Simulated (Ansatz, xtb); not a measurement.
## Two isomers of C4H3ClN2

We compare X, `Clc1ccncn1`, a singlet, with Y, `Clc1ncccn1`, a singlet. Both are isolated molecules in the gas phase, relaxed with B3LYP/def2-SVP.

Quicker runs give these differences E(Y) − E(X): GFN2-xTB +0.012 eV; HF/STO-3G +0.035 eV (at GFN2-xTB geometries); r2SCAN-D4/def2-SVP +0.026 eV (at GFN2-xTB geometries).

Q: Estimate E(Y) − E(X) at the level CCSD(T)/def2-SVP + ΔMP2/def2-TZVPP.

A: CCSD(T)/def2-SVP + ΔMP2/def2-TZVPP gives E(Y) − E(X) = +0.051 eV, favouring structure X, but this leans on the basis-set step: CCSD(T) alone gives +0.036 eV.

How the difference moves with the method:

```csv
level,geometry,E(Y) − E(X) (eV),departure from the last row (eV),"job, with rough time for the two"
GFN2-xTB,GFN2-xTB,+0.012,−0.040,"optimisation, 0.096 s"
HF/STO-3G,GFN2-xTB,+0.035,−0.017,"single point, 0.4 s"
r2SCAN-D4/def2-SVP,GFN2-xTB,+0.026,−0.025,"single point, 5.3 s"
B3LYP/def2-SVP,B3LYP/def2-SVP,+0.023,−0.029,"optimisation, 30 s"
HF/def2-SVP,B3LYP/def2-SVP,+0.026,−0.025,part of the CCSD(T) run
MP2/def2-SVP,B3LYP/def2-SVP,+0.034,−0.018,part of the CCSD(T) run
CCSD(T)/def2-SVP,B3LYP/def2-SVP,+0.036,−0.015,single point
CCSD(T)/def2-SVP + ΔMP2/def2-TZVPP,B3LYP/def2-SVP,+0.051,,"single point, 58 s"
```

As drawn, both hold the same kinds of bond in the same numbers.

GFN2-xTB finds them nearly level. The largest departure from CCSD(T)/def2-SVP + ΔMP2/def2-TZVPP is that of GFN2-xTB, 0.040 eV. The last row adds to CCSD(T) the change of the MP2 difference between the two basis sets, here +0.015 eV.

With thermal terms from frequencies at re-optimised GFN2-xTB minima (ideal gas, soft modes damped towards free rotors, one conformer each, 298.15 K, 1 atm): on the last row, ΔE + ΔZPE = +0.050, ΔH = +0.050, ΔG = +0.069 eV.

The correlated steps freeze 11 core orbitals. Codes used: Ansatz 0.2.0, xtb 6.7.1; the last row on 2 threads of Arm Neoverse V2 on a shared host.
